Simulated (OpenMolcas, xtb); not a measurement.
# How methods differ on C2H6Te (dimethyl telluride)

The species is C2H6Te (9 atoms), meant as a singlet with charge 0. SMILES: `C[Te]C`. The coordinates come from a PBE0-D4/def2-TZVP relaxation.

```xyz
9

C    -0.7772    1.0191   -0.8912
Te    1.2436    0.3715   -0.6460
C     0.7821   -1.0339    0.8952
H    -1.3996    0.1800   -1.1962
H    -0.7815    1.7785   -1.6723
H    -1.1419    1.4516    0.0385
H     0.0941   -1.7865    0.5148
H     1.7165   -1.5104    1.1894
H     0.3526   -0.5162    1.7507
```

Each level gives the vertical energy of the triplet above the singlet (eV). The values are calculated.

```csv
level,kind,program,value (eV),CPU time (all runs)
GFN0-xTB,semi-empirical,xtb,3.53,under 2 s
HF/def2-SVP (core potential),Hartree–Fock,OpenMolcas,3.41,23 s
SVWN5/def2-SVP (core potential),LDA,OpenMolcas,3.56,68 s
PBE/def2-SVP (core potential),GGA,OpenMolcas,3.42,1.8 min
M06-L/def2-SVP (core potential),meta-GGA,OpenMolcas,3.56,2.3 min
PBE0/def2-SVP (core potential),global hybrid,OpenMolcas,3.49,97 s
```

Spin-orbit coupling, which can split open shells on such heavy atoms by tenths of an eV, is left out. The values span 3.41 to 3.56 eV. GFN0-xTB: no spin polarisation, so open shells miss the exchange term that lowers them. Times are those of the runs behind each value, whatever else they computed, on shared processors of several kinds: orders of magnitude only.
